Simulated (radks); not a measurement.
Values are calculated unless marked as measured or tabulated.
Task: The rhenium ion Re39+, configuration [Kr]. Code: a radial shooting solver on a logarithmic mesh with Libxc functionals. Model: non-relativistic Kohn-Sham, TPSS, spin-polarised, spherical densities, point nucleus; meta-GGA in the generalised Kohn-Sham scheme; relativity is left out, which matters for an element this heavy. Some entries of the table are withheld. Estimate them.

| orbital | occ. | eigenvalue (eV) | <r^2> (bohr^2) | <1/r> (bohr^-1) |
|---|---|---|---|---|
| 1s | 2 | -67355.36 | 0.0005448 | (1) |
| 2s | 2 | (2) | 0.008500 | 17.49 |
| 2p | 6 | -12123.08 | 0.006286 | 17.52 |
| 3s | 2 | -4166.004 | 0.05157 | 6.848 |
| 3p | 6 | -3964.623 | 0.04752 | 6.793 |
| 3d | 10 | -3596.671 | 0.03663 | 6.702 |
| 4s | 2 | -1955.704 | 0.2010 | 3.384 |
| 4p | 6 | (3) | 0.1994 | 3.331 |

Result: 
(1) 1s <1/r> (bohr^-1): 74.46
(2) 2s eigenvalue (eV): -12565.94
(3) 4p eigenvalue (eV): -1867.374
